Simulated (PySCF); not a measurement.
Two species compared at the same levels of theory.

First species: C10H14.
Numbering: `[CH2:1]=[C:2]([CH3:3])/[C:4]([CH3:5])=[C:6](\[CH3:7])[C:8]#[C:9][CH3:10]` (hydrogens: H11, H12 on C1; H13, H14, H15 on C3; H16, H17, H18 on C5; H19, H20, H21 on C7; H22, H23, H24 on C10)

Second species: C10H14.
SMILES: `C#C[C@@H]1CC[C@@H]1CC(=C)C`

Levels: PBE0/pcSseg-1 for dipole moment, HOMO energy, LUMO energy and HOMO–LUMO gap; GFN2-xTB for rotational constant A and rotational constant C. Geometries: GFN2-xTB. Each structure is a single optimised conformer of the isolated species, non-relativistic unless stated. Electronic properties by PySCF.

Dipoles, sizes and rotational constants follow the conformer. The torsions of the flexible species, by atom-mapped SMILES:
- `[CH2:1]=[C:2]([CH3:3])/[C:4]([CH3:5])=[C:6](\[CH3:7])[C:8]#[C:9][CH3:10]`: C1–C2–C4–C5 -129°
- `[CH:1]#[C:2][C@@H:3]1[CH2:4][CH2:5][C@@H:6]1[CH2:7][C:8](=[CH2:9])[CH3:10]`: C5–C6–C7–C8 70°, C6–C7–C8–C9 -104°

(1) Which of the two has the higher HOMO–LUMO gap, and by how much?

(2) Which of the two has the higher dipole moment, and by how much?

(3) Which of the two has the higher LUMO energy, and by how much?

(4) Which of the two has the higher rotational constant C, and by how much?

(5) Which has the higher HOMO energy?

(6) Which has the higher rotational constant A?

Answers

(1) The second: 7.60 eV against 5.49 eV, a difference of 2.11 eV.

(2) The second: 0.79 D against 0.66 D, a difference of 0.13 D.

(3) The second: 0.53 eV against -0.56 eV, a difference of 1.09 eV.

(4) The second: 0.726 GHz against 0.580 GHz, a difference of 0.146 GHz.

(5) The first: -6.05 eV against -7.07 eV, a difference of 1.02 eV.

(6) The first: 2.665 GHz against 2.117 GHz, a difference of 0.548 GHz.

On the first: The dipole matches unit charges of opposite sign 0.14 Å apart (1 e·Å = 4.8032 D).

On the second: The dipole matches unit charges of opposite sign 0.16 Å apart (1 e·Å = 4.8032 D). A dipole of 0.79 D is allowed in C1, and pure rotational transitions are dipole-allowed.
